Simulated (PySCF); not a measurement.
Z-matrix (Å, degrees):
```
Se
H 1 1.4710
```
Charge 0, spin multiplicity 2.

Problem. Predict the dipole moment, total energy and highest occupied spin orbital from PBE-D3(BJ)/def2-TZVP // PBE0-D4/def2-TZVP (PySCF).

Solution. 
dipole moment: 0.55 D
total energy: -2401.7500 Ha
highest occupied spin orbital: -5.80 eV
